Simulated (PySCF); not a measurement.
Tb(OH)3 at several levels of theory

Computed with PySCF 2.14.0 (density fitting, no spin-orbit coupling) at the geometry relaxed with PBE0:

```xyz
7
Tb(OH)3 (singlet in the valence; each metal's 4f electrons, 8 of them, lie in its core potential, out of spins and levels)
Tb    0.0000    0.0000    0.1298
O     2.0589    0.0000    0.1424
H     3.0144    0.0000    0.1526
O    -1.0294    1.7830    0.1424
H    -1.5072    2.6106    0.1526
O    -1.0294   -1.7830    0.1424
H    -1.5072   -2.6106    0.1526
```

```tsv
level	basis	state	HOMO (eV)	gap (eV)	charge on Tb1 (e)	population of f-type functions on Tb1 (polarisation alone where 4f lies in the core)	dipole about the centre of mass (D)	largest force component (eV/Å)
PBE0	Tb lcecp-1-SVP with ECP54, O def2-SVP, H def2-SVP	singlet	-7.61	6.31	1.09	0.09	0.05	0.01
HF	the same	singlet	-11.93	12.77	1.57	0.09	0.06	1.55
PBE0	Tb lcecp-1-TZVP with ECP54, O def2-TZVP, H def2-TZVP	singlet	-7.87	6.51	1.64	0.10	0.05	0.27
```

In the lcecp rows the 4f levels are missing from HOMO and gap, and the state counts the valence alone.

Charges are Mulliken's, which hang on the basis. The relaxation used the grid (50, 194), these runs (75, 302) or, all-electron (x2c bases, spin-free X2C Hamiltonian), (99, 590).

What does CAM-B3LYP with Tb lcecp-1-SVP with ECP54, O def2-SVP, H def2-SVP give here?

state singlet, HOMO (eV) -9.06, gap (eV) 8.44, charge on Tb1 (e) 1.05, population of f-type functions on Tb1 (polarisation alone where 4f lies in the core) 0.09, dipole about the centre of mass (D) 0.05, largest force component (eV/Å) 0.09. Time: 4.9 s on 2 threads of Arm Neoverse V2, on a shared host, from an already converged density.

In the first row's basis the gap widens with exact exchange: 6.3 eV for PBE0 (a fixed share); 8.4 to 12.8 eV for CAM-B3LYP, Hartree–Fock (rising or full at long range).

An lcecp potential fixes the number of 4f electrons, so in runs with it no electron can move into or out of that shell.
